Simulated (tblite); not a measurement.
C₄HF₅O.
Atom-mapped SMILES: `[O:1]=[C:2]([F:3])/[C:4](=[CH:5]/[F:6])[C:7]([F:8])([F:9])[F:10]` (hydrogens: H11 on C5)

Structure optimised with GFN2-xTB, isolated species.

(1) List the bond lengths, angles and torsions at this level.

## Answers

(1) 
```tsv
bond	length (Å)
O1=C2	1.176
C2–F3	1.361
C2–C4	1.476
C4=C5	1.337
C5–F6	1.309
C4–C7	1.517
C7–F8, C7–F9, C7–F10	1.335
C5–H11	1.085
```

Bonds in one row agree within 0.01 Å and their mean is given. A selection of angles:
```tsv
angle	degrees
O1–C2–F3	120.3
O1–C2–C4	129.0
F3–C2–C4	110.7
C2–C4–C5	121.3
C2–C4–C7	114.2
C5–C4–C7	124.5
C4–C5–F6	124.1
C4–C5–H11	123.0
F6–C5–H11	112.9
C4–C7–F8	111.0
C4–C7–F9	113.1
F8–C7–F9	106.9
```

Torsions: O1–C2–C4–C5 -179° (antiperiplanar); C2–C4–C5–F6 179° (antiperiplanar); C2–C4–C7–F8 -64° (synclinal). The mirror-image conformer, all signs reversed, is as good.

Of the pairs four or more bonds apart, F6···F9 is among the closest relative to their van der Waals radii: 2.57 Å, 87 % of the sum of Bondi's values. The C–C distances run from 1.337 Å (C4=C5, drawn double) to 1.517 Å (C4–C7, drawn single), a spread of 0.180 Å. The C–F distances run from 1.309 Å (C5–F6, drawn single) to 1.361 Å (C2–F3, drawn single), a spread of 0.052 Å.

Point group: near Cs, missed by 0.14 Å at most; the miss may be what the optimiser left on a soft mode. Its GFN2-xTB frequencies are all real (lowest 24 cm⁻¹). The numbers are those of one conformer.

All values are computed, not measured.
